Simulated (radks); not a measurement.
Species: Pr14+. Configuration: [Kr] 4d9. Method: scalar-relativistic Kohn-Sham, LDA (Slater exchange, Perdew-Zunger correlation), spin-polarised, spherical densities, finite nucleus; open shells are filled with parallel spins first (spin-orbit coupling, left out, can overturn this in heavy ions); Fermi nuclear charge, rms radius 4.8919 fm; computed with a radial shooting solver on a logarithmic mesh with Libxc functionals.

Local quantities along the radius. ELF = 1/(1 + alpha^2) is the electron localisation function; alpha = (tau - tau_W)/tau_unif compares the Pauli kinetic energy density with that of the uniform gas (summed over spins); 4 pi r^2 rho is in e/bohr; -r V(r) is the screened charge that the Kohn-Sham potential of spin up presents (atomic units). tau is taken from the large components.

r (bohr)    ELF    alpha  4 pi r^2 rho  -r V(r)
0.001802  0.999  0.02551         7.782    58.44
0.002309  0.999  0.02731         11.47    58.28
0.002958  0.999  0.03018         16.61    58.08
0.003791  0.999  0.03463         23.55    57.81
0.004897  0.998  0.04187         32.81    57.47
0.006275  0.997  0.05328         43.63    57.04
0.008042  0.995  0.07262         55.47    56.50
0.01031   0.989   0.1075         66.69    55.84
0.01331   0.969   0.1785         75.07    54.98
0.01706   0.906   0.3229         77.76    53.97
0.02186   0.720   0.6234         74.77    52.74
0.02801   0.442    1.124         69.61    51.27
0.03618   0.324    1.446         69.36    49.47
0.04637   0.446    1.115         79.39    47.42
0.05942   0.667   0.7062         95.12    45.06
0.07614   0.745   0.5849         102.3    42.38
0.09836   0.598   0.8206         91.39    39.32
0.126     0.354    1.352         76.91    36.10
0.1615    0.432    1.146         79.21    32.73
0.207     0.699   0.6563         88.21    29.32
0.2652    0.735   0.6012         73.76    26.05
0.3426    0.348    1.369         41.97    22.97
0.4391    0.254    1.712         31.05    20.31
0.5626    0.711   0.6372         35.74    18.06
0.721     0.791   0.5139         28.53    16.36
0.9314    0.591   0.8321         11.97    15.30
1.193     0.173    2.183         2.610    14.74
1.529     0.011    9.498        0.2601    14.38
1.96      0.000    75.74      0.009911    14.16

On this mesh the ELF has minima near r = 0.036, 0.14, 0.39 bohr, which separate the shells, and maxima near 0.076 (0.75), 0.24 (0.75), 0.64 (0.79).

Self-consistent cycle (total energy in hartree, residual of the potential): 1: -9114.166069, 4e+01; 2: -9150.202483, 2e+01; 3: -9169.876384, 9e-01; 4: -9169.994516, 5e-01; 5: -9169.972710, 6e-02; 6: -9169.972422, 9e-03; 7: -9169.972521, 2e-03; 8: -9169.972538, 3e-05; 9: -9169.972538, 1e-05; 10: -9169.972538, 6e-06; 11: -9169.972538, 5e-06; 12: -9169.972538, 7e-08; 13: -9169.972538, 5e-09.
